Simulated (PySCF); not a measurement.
Computed shifts of a molecule C₃H₇FSi, PBE0/pcSseg-1 (PySCF), GIAO, gas phase, atoms alike by connectivity averaged where their shifts nearly agree, in ppm (number of nuclei): ¹⁹F: -226.6 (1). ¹³C: 76.1 (1), 13.8 (1), 1.2 (1). ²⁹Si: -60.5 (1). ¹H: 4.49 (1), 4.12 (3), 1.46 (1), 0.77 (1), 0.48 (1). References: ¹⁹F against CFCl3 (σ = 167.2 ppm); ¹³C against TMS (σ = 186.3 ppm); ²⁹Si against TMS (σ = 352.7 ppm); ¹H against TMS (σ = 31.56 ppm), references at their B3LYP-D3(BJ)/def2-TZVP geometries, non-relativistic. Geometry: B3LYP-D3(BJ)/def2-SVP. Other conformers were not sampled.

Task: Pick the molecule that these values belong to.
(A) C=C(F)C[SiH3]
(B) F[C@H]1C[C@@H]1[SiH3]
(C) F[SiH]1CCC1
(D) C=C[C@H](F)[SiH3]

Result: B, F[C@H]1C[C@@H]1[SiH3]
